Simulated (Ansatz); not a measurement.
`NC[SiH2][SiH2]Cl`, relaxed with RKS PBE0-D4/def2-TZVP in Ansatz from a PBE-D4/def2-SVP geometry. The force threshold is 0.005 eV/Å; the program also tests the step.

The species carries charge 0 and has multiplicity 1.

Start:

```xyz
13

N    -2.409   -0.318   -0.256
C    -1.153    0.018    0.416
Si    0.250    0.162   -0.871
Si    2.302    0.389    0.258
Cl    2.387   -1.205    1.627
H    -3.190   -0.306    0.414
H    -2.366   -1.278   -0.619
H    -1.244    1.021    0.887
H    -0.818   -0.673    1.233
H     0.315   -1.105   -1.687
H     0.027    1.322   -1.805
H     3.507    0.302   -0.639
H     2.392    1.671    1.042
```

(1) How much energy does the relaxation release, and in how many steps? (Best estimate.)

(2) Which bonds change most? (Best estimate.)

(3) Give the relaxed structure. (An estimate is asked.)

## Answers

(1) Computed: 0.05 eV, in 8 steps.

(2) Computed: Si4–Cl5 from 2.103 to 2.071 Å; C2–Si3 from 1.909 to 1.887 Å; C2–H9 from 1.121 to 1.101 Å; Si4–H13 from 1.506 to 1.486 Å.

(3) Ansatz gave: 
```xyz
13

N    -2.410   -0.294   -0.256
C    -1.158    0.023    0.421
Si    0.246    0.132   -0.834
Si    2.298    0.381    0.262
Cl    2.506   -1.173    1.615
H    -3.183   -0.318    0.399
H    -2.363   -1.206   -0.692
H    -1.248    1.011    0.886
H    -0.872   -0.673    1.225
H     0.301   -1.127   -1.631
H     0.047    1.273   -1.769
H     3.458    0.325   -0.664
H     2.377    1.647    1.038
```
